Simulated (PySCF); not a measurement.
## PySCF run on CaO⁻

File input.py (PySCF 2.14):

```python
from pyscf import gto, dft, tdscf

mol = gto.M(
    atom='Ca 0 0 0; O 0 0 2.023',
    basis='cc-pvdz-dk',
    charge=-1,
    spin=1,
    verbose=4,
)
mf = dft.UKS(mol, xc='b3lyp')
mf = mf.sfx2c1e()
mf.kernel()
td = tdscf.TDDFT(mf)
td.nstates = 6
td.kernel()
td.analyze()
mf.dip_moment()
print('orbital energies (hartree):', [e[max(0, n-3):n+3].round(4) for e, n in zip(mf.mo_energy, mol.nelec)])
```

```bash
$ python input.py
```

Output (some set-up lines and the per-cycle HOMO/LUMO lines with their warnings removed):

```
PySCF version 2.14.0

[INPUT] Symbol           X                Y                Z      unit          X                Y                Z       unit  Magmom
[INPUT]  1 Ca     0.000000000000   0.000000000000   0.000000000000 AA    0.000000000000   0.000000000000   0.000000000000 Bohr   0.0
[INPUT]  2 O      0.000000000000   0.000000000000   2.023000000000 AA    0.000000000000   0.000000000000   3.822915949995 Bohr   0.0

nuclear repulsion = 41.8528688814632
number of shells = 11
number of NR pGTOs = 108
number of NR cGTOs = 41
basis = cc-pvdz-dk
ecp = {}

******** <class 'pyscf.x2c.sfx2c1e.sfX2C1eUKS'> ********
method = sfX2C1eUKS
initial guess = minao
damping factor = 0
level_shift factor = 0
DIIS = <class 'pyscf.scf.diis.CDIIS'>
SCF conv_tol = 1e-09
SCF max_cycles = 50
number electrons alpha = 15  beta = 14
XC functionals = b3lyp

grids dens level: 3

******** <class 'pyscf.x2c.sfx2c1e.SpinFreeX2CHelper'> ********
approx = 1e
xuncontract = 1
tot grids = 34512
init E= -755.619482787863

cycle= 1 E= -755.268234591  delta_E= 0.351  |g|= 0.957  |ddm|=  1.6
cycle= 2 E= -746.976333834493  delta_E= 8.29  |g|= 2.15  |ddm|= 3.59
cycle= 3 E= -755.478821980627  delta_E= -8.5  |g|= 0.648  |ddm|= 3.69
cycle= 4 E= -755.743905800291  delta_E= -0.265  |g|= 0.208  |ddm|= 1.25
cycle= 5 E= -755.723907983062  delta_E= 0.02  |g|= 0.293  |ddm|= 1.14
cycle= 6 E= -755.764747141691  delta_E= -0.0408  |g|= 0.0846  |ddm|= 0.468
cycle= 7 E= -755.769171512546  delta_E= -0.00442  |g|= 0.00349  |ddm|= 0.217
cycle= 8 E= -755.7692597448  delta_E= -8.82e-05  |g|= 0.00736  |ddm|= 0.0528
cycle= 9 E= -755.769300333764  delta_E= -4.06e-05  |g|= 0.00186  |ddm|= 0.0212
cycle= 10 E= -755.769305956548  delta_E= -5.62e-06  |g|= 0.000602  |ddm|= 0.0127
cycle= 11 E= -755.769307035844  delta_E= -1.08e-06  |g|= 0.000169  |ddm|= 0.00629
cycle= 12 E= -755.769307154961  delta_E= -1.19e-07  |g|= 0.000211  |ddm|= 0.00241
cycle= 13 E= -755.769307209204  delta_E= -5.42e-08  |g|= 9.93e-05  |ddm|= 0.00145
cycle= 14 E= -755.769307228927  delta_E= -1.97e-08  |g|= 1.51e-05  |ddm|= 0.00115
cycle= 15 E= -755.76930723059  delta_E= -1.66e-09  |g|= 1.14e-05  |ddm|= 0.000476
cycle= 16 E= -755.769307230708  delta_E= -1.18e-10  |g|= 4.2e-06  |ddm|= 9.24e-05
Extra cycle  E= -755.769307230515  delta_E= 1.93e-10  |g|= 2.07e-05  |ddm|= 3.37e-05
converged SCF energy = -755.769307230515  <S^2> = 0.75219766  2S+1 = 2.0021965

******** <class 'pyscf.tdscf.uks.TDDFT'> for <class 'pyscf.x2c.sfx2c1e.sfX2C1eUKS'> ********
nstates = 6
deg_eia_thresh = 1.000e-03
wfnsym = None
conv_tol = 1e-05
eigh lindep = 1e-12
eigh level_shift = 0
eigh max_cycle = 100

Excitation energies (eV)
[0.70060969 0.70060969 0.85019086 1.48200112 1.48200112 1.99543528]

** Excitation energies and oscillator strengths **
Excited State   1:      0.70061 eV   1769.66 nm  f=0.0014
      12b ->   15b     -0.51430
      13b ->   15b      0.85505
Excited State   2:      0.70061 eV   1769.66 nm  f=0.0014
      12b ->   15b     -0.85505
      13b ->   15b     -0.51430
Excited State   3:      0.85019 eV   1458.31 nm  f=0.0221
      15a ->   18a     -0.13022
      14b ->   15b     -0.97677
Excited State   4:      1.48200 eV    836.60 nm  f=0.1540
      15a ->   16a     -0.94990
      14b ->   16b      0.29307
Excited State   5:      1.48200 eV    836.60 nm  f=0.1540
      15a ->   17a     -0.94990
      14b ->   17b      0.29307
Excited State   6:      1.99544 eV    621.34 nm  f=0.0985
      13a ->   16a     -0.20648
      13a ->   17a     -0.34216
      14a ->   16a      0.34217
      14a ->   17a     -0.20647
      15a ->   18a     -0.72355
      12b ->   16b      0.12365
      12b ->   17b      0.18031
      13b ->   16b     -0.18031
      13b ->   17b      0.12365
      14b ->   18b      0.21958

** Transition electric dipole moments (AU) **
state          X           Y           Z        Dip. S.      Osc.
  1         0.1960     -0.2115      0.0000      0.0831      0.0014
  2        -0.2115     -0.1960      0.0000      0.0831      0.0014
  3         0.0000      0.0000      1.0296      1.0600      0.0221
  4         1.3998     -1.5105     -0.0000      4.2411      0.1540
  5        -1.5105     -1.3998     -0.0000      4.2411      0.1540
  6        -0.0000     -0.0000     -1.4192      2.0141      0.0985

** Transition velocity dipole moments (imaginary part, AU) **
state          X           Y           Z        Dip. S.      Osc.
  1        -0.0005      0.0006     -0.0000      0.0000      0.0000
  2         0.0006      0.0005     -0.0000      0.0000      0.0000
  3        -0.0000      0.0000      0.0304      0.0009      0.0197
  4         0.0796     -0.0858     -0.0000      0.0137      0.1677
  5        -0.0858     -0.0796     -0.0000      0.0137      0.1677
  6        -0.0000      0.0000     -0.0884      0.0078      0.0710

** Transition magnetic dipole moments (imaginary part, AU) **
state          X           Y           Z
  1        -0.0044     -0.0041     -0.0000
  2        -0.0041      0.0044     -0.0000
  3        -0.0000      0.0000     -0.0000
  4         0.3446      0.3193      0.0000
  5         0.3193     -0.3446     -0.0000
  6        -0.0000      0.0000     -0.0000
Dipole moment(X, Y, Z, Debye): -0.00000, -0.00000, -5.30976
orbital energies (hartree): [array([-0.0081, -0.0081,  0.0176,  0.0992,  0.0992,  0.1235]), array([-0.003 , -0.003 ,  0.0003,  0.0666,  0.113 ,  0.113 ])]
```

In short: E(SCF) = -755.769307 Eh, ⟨S²⟩ = 0.752, first excitations without spin–orbit coupling 0.70, 0.70, 0.85, 1.48, 1.48 eV.

Wall time 30 s on one thread of a shared host.

The basis has no diffuse functions, which an anion needs. The bond length is a typed value, not an optimised one. The dipole of an ion depends on the origin. No search for the lowest solution was made.
